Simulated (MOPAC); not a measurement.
MOPAC input (PM7):

```
PM7 FORCE THERMO(298,298) PRECISE LET UHF MS=0.5 GEO-OK AUX(PRECISION=9) THREADS=1
FSn

Sn    0.00000000 1    0.00000000 1   -0.29754377 1
F     0.00000000 1    0.00000000 1    1.66214567 1
```

Question: Which zero-point energy does it print?

Answer: 0.87 kcal/mol, from the harmonic wavenumbers of PM7.
